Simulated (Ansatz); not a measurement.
Dissociation curve of CH (cation, charge +1), singlet.

Methods: RKS-BLYP = restricted BLYP/cc-pVTZ (Ansatz, a first-principles code); RKS-PBE = restricted PBE/cc-pVTZ in Ansatz; RKS-CAM-B3LYP = restricted CAM-B3LYP/cc-pVTZ in Ansatz; UKS-CAM-B3LYP = Ansatz with unrestricted CAM-B3LYP/cc-pVTZ; UKS-BLYP = unrestricted BLYP/cc-pVTZ run with Ansatz; UKS-PBE = Ansatz with unrestricted PBE/cc-pVTZ; FCI = full CI/cc-pVTZ, frozen core (Ansatz).

Cost and accuracy over the 23 points of the scan, with FCI as yardstick. Costs are rough ratios of core time within Ansatz on shared cores, each with its mean field (Kohn-Sham runs search longer for lower solutions than correlated ones do); the miss is the largest error against full CI of the curve after the mean shift, in kJ/mol.

Task: Which of them comes closest to FCI within 3 times the cost of the cheapest?

Result: RKS-BLYP, 34.8 kJ/mol off at most.

```json
[
 {"level": "RKS-BLYP", "relative cost": "1", "largest error": "34.8"},
 {"level": "RKS-PBE", "relative cost": "1", "largest error": "43.4"},
 {"level": "RKS-CAM-B3LYP", "relative cost": "1", "largest error": "142.0"},
 {"level": "UKS-CAM-B3LYP", "relative cost": "7", "largest error": "22.3"},
 {"level": "UKS-BLYP", "relative cost": "8", "largest error": "67.5"},
 {"level": "UKS-PBE", "relative cost": "9", "largest error": "66.1"}
]
```

Costs within a factor of two of each other count as equal.

The restricted form behind RKS-BLYP, RKS-PBE, RKS-CAM-B3LYP keeps the bonding electrons paired and can't separate into open-shell fragments. The unrestricted determinant behind UKS-CAM-B3LYP, UKS-BLYP, UKS-PBE is spin-contaminated at 0.86 to 4.50 Å (<S²> up to 1.0, against 0.00 for a pure singlet).
